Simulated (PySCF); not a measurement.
# Electronic structure of N (nitrogen, neutral) at the UHF level

Configuration: [He] 2s2 2p2 3d1, one real determinant (an excited configuration). Computed with PySCF 2.14 in aug-cc-pVQZ with one added diffuse shell each of s, p, d, f, g type (7s6p5d4f3g, 105 functions), with the non-relativistic Hamiltonian (point nucleus).

- Total energy: -53.930956 hartree
- One-electron energy: -71.0928 hartree
- Hartree (Coulomb) energy: 23.4481 hartree
- Exchange energy: -6.2863 hartree
- Kinetic energy: 54.01785 hartree
- ⟨S²⟩: 3.7567
- ⟨L²⟩: 7.969
- Sum of ⟨r⟩: 12.02 bohr
- Sum of ⟨r²⟩: 54.45 bohr²
- Traceless quadrupole moment −½Σ⟨3z² − r²⟩ along its main axis: -8.98 e·bohr²
- Density at the nucleus (Gaussians lack the cusp): 203 bohr⁻³
- Spin density at the nucleus: 0.00353 bohr⁻³
- Langevin diamagnetic susceptibility: -43.1 ×10⁻⁶ cm³/mol

| shell | electrons | mean orbital energy (hartree) | rms radius, mean of both spins (bohr) |
| --- | --- | --- | --- |
| 1s α | 1 | -16.15486 | 0.265 |
| 1s β | 1 | -16.08066 | 0.265 |
| 2s α | 1 | -1.45624 | 1.37 |
| 2s β | 1 | -1.13918 | 1.37 |
| 2p α | 2 | -0.95020 | 1.39 |
| 3d α | 1 | -0.03771 | 6.83 |

⟨L²⟩ = 7.97 against 12 for a pure F term, so this real determinant mixes terms. The outer electron is Rydberg-like, and this basis confines it to a smaller radius and binds it less than a complete one would.

Spin-orbit constants ζ (cm⁻¹) from the X2C one-electron operator on these orbitals (non-relativistic here): bare nucleus, nucleus screened by l(l+1)(2l+1)/3 electrons, and screened by the Breit-Pauli mean field of the electrons.

| shell | bare | screened nucleus | mean field |
| --- | --- | --- | --- |
| 2p | 155.9 | 111.4 | 93.71 |
| 3d | 0.3111 | 0.04444 | 0.02901 |

To first order the Landé constant is A = 10.42 cm⁻¹, so the lowest level has J = 3/2 and lies 0.00775 eV below the centre of the term. This holds in LS coupling only.
